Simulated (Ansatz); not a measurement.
Ansatz results at the PBE0-D4/def2-TZVP geometry: LUMO energy (PBE/def2-TZVPP) -1.69 eV; LUMO energy (ωB97M-V/def2-TZVPP) 1.41 eV; HOMO–LUMO gap (B3LYP/def2-TZVPP) 6.67 eV.

Each molecule was computed in one conformer, which needn't be the lowest.

Which molecule gave them?
A. `N[Si](N)(Cl)Cl`
B. `C=C[Si](N)(Cl)O[SiH3]`
C. `C[SiH](O)F`
D. `CO[Si](OC)(OC)OC`

B. The others give `C[SiH](O)F`: -0.17, 2.14, 9.01; `N[Si](N)(Cl)Cl`: -0.22, 2.10, 8.03; `CO[Si](OC)(OC)OC`: 0.23, 2.61, 8.65.

B3LYP here is the variant with VWN-RPA as its local correlation; programs differ in this.
